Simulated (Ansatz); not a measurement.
Ansatz results at the PBE0-D4/def2-TZVP geometry: size of the dipole moment (PBE/def2-TZVPP) 0.56 D; LUMO energy (B3LYP/def2-TZVPP) -0.52 eV; HOMO–LUMO gap (PBE/def2-TZVPP) 4.69 eV.

Each molecule was computed in one conformer, which needn't be the lowest.

Which molecule gave them?
A. `F[SiH](Cl)C[SiH3]`
B. `[SiH3]OB1N[SiH2]1`
C. `CC1CCN1`
D. `[NH2][Al]1[CH2][CH2]1`

B. The others give `CC1CCN1`: 1.22, 0.83, 5.32; `F[SiH](Cl)C[SiH3]`: 1.77, 0.07, 6.93; `[NH2][Al]1[CH2][CH2]1`: 2.10, -0.70, 3.34.

B3LYP here is the variant with VWN-RPA as its local correlation; programs differ in this.
